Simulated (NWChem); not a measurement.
Molecule: CH$_{5}$F$_{2}$NSi; SMILES N[SiH2]C(F)F

```xyz
10

N     -0.6363     1.9851     0.1986
Si     0.5781     0.8188    -0.1811
C     -0.0755    -0.8853     0.4078
F     -1.2447    -1.1537    -0.2466
F      0.8131    -1.8666     0.0988
H     -0.3807     2.9518     0.3623
H     -1.5524     1.9195    -0.2317
H      0.9203     0.6363    -1.6276
H      1.8103     1.1732     0.5808
H     -0.2846    -0.9453     1.4927
```
Atoms are numbered in this order, from 1.

All runs: NWChem. Pople sets run with spherical d functions. Structure relaxed at the PBE0/def2-SVP level. Atomic charges in e: unrestrained fits to the electrostatic potential beside Mulliken populations; buried atoms are poorly determined by the fit.

**Question.** Estimate the computed values for Hartree-Fock/6-31G*. Quantities: ESP N1; Mulliken N1; ESP Si2; Mulliken Si2; ESP C3; Mulliken C3; ESP F4; Mulliken F4; ESP F5; Mulliken F5; relative RMS misfit of the potential (%).

**Answer.** 
```
Item                                      Result
----------------------------------------  ------
ESP N1                                     -1.09
Mulliken N1                                -1.08
ESP Si2                                     0.76
Mulliken Si2                                0.90
ESP C3                                      0.44
Mulliken C3                                 0.46
ESP F4                                     -0.27
Mulliken F4                                -0.45
ESP F5                                     -0.32
Mulliken F5                                -0.44
relative RMS misfit of the potential (%)      27
```
